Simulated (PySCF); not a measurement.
GeH5Si, SMILES [SiH3][GeH2] (connectivity only; charge and spin as stated), charge +1, multiplicity 1. Atoms are numbered in the order given.

```xyz
7

Si    -1.6193    -0.0009     0.0000
Ge     0.7881    -0.0052     0.0000
H     -2.0039    -0.6750     1.2554
H     -2.0039    -0.6750    -1.2554
H     -1.8394     1.4669     0.0000
H      1.6499     0.0312     1.2684
H      1.6499     0.0312    -1.2684
```
Charge +1, spin multiplicity 1.

Geometry optimised at PBE0-D3(BJ)/def2-TZVP. The multiplicity is an assumed one; other spin states were not compared. The isomer is the one that the SMILES or the coordinates give; other isomers of the formula were not compared.

Two levels are set side by side: PBE/pcSseg-2 (PySCF) and PBE0/pcSseg-2 (PySCF). GIAO shifts against GeH4 (⁷³Ge), TMS (²⁹Si), TMS (¹H) at the same level; non-relativistic, no solvent, atoms listed together averaged. Differences are taken from unrounded values.

```json
[
 {"quantity": "δ(²⁹Si) of Si1 (ppm)", "PBE": "-63.1"},
 {"quantity": "δ(⁷³Ge) of Ge2 (ppm)", "PBE": "1565.8"},
 {"quantity": "δ(¹H) of H6, H7 (ppm)", "PBE": "11.08"}
]
```

Q: These are the PBE values. What does PBE0 give? (Estimate from the structure and the level; the computed values follow.)

A: 
```json
[
 {"quantity": "δ(²⁹Si) of Si1 (ppm)", "PBE0": "-68.3", "PBE minus PBE0": "5.2"},
 {"quantity": "δ(⁷³Ge) of Ge2 (ppm)", "PBE0": "1468.2", "PBE minus PBE0": "97.6"},
 {"quantity": "δ(¹H) of H6, H7 (ppm)", "PBE0": "10.68", "PBE minus PBE0": "0.40"}
]
```

Rough cost on one machine, each run with all the roots and properties that it gave: PBE0 against PBE within a factor of 2.
